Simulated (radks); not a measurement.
Spin polarisation of the 3d8 shell in the copper ion Cu3+. Start: [Ar] 3d(up 4, down 4); electrons of 3d are moved from spin down to spin up, other shells keep equal spins. All-electron calculation, scalar-relativistic Kohn-Sham, PBE, spin-polarised, spherical densities, point nucleus. Program: a radial shooting solver on a logarithmic mesh with Libxc functionals.

moment (Bohr magnetons)  E - E(0) (eV)  e(3d up) (eV)  e(3d down) (eV)  3p down minus up (eV)
0                                0.000        -48.912          -48.912                 0.000
0.5                             -0.072        -49.194          -48.616                  0.607
1                               -0.289        -49.463          -48.306                  1.214
1.5                             -0.650        -49.717          -47.982                  1.822
2                               -1.157        -49.958          -47.643                  2.432

At moment 2 the spin-polarisation energy is -1.157 eV and the 3d exchange splitting 2.315 eV, that is 1.157 eV per Bohr magneton; E = -I m^2/4 would give I = 1.157 eV.
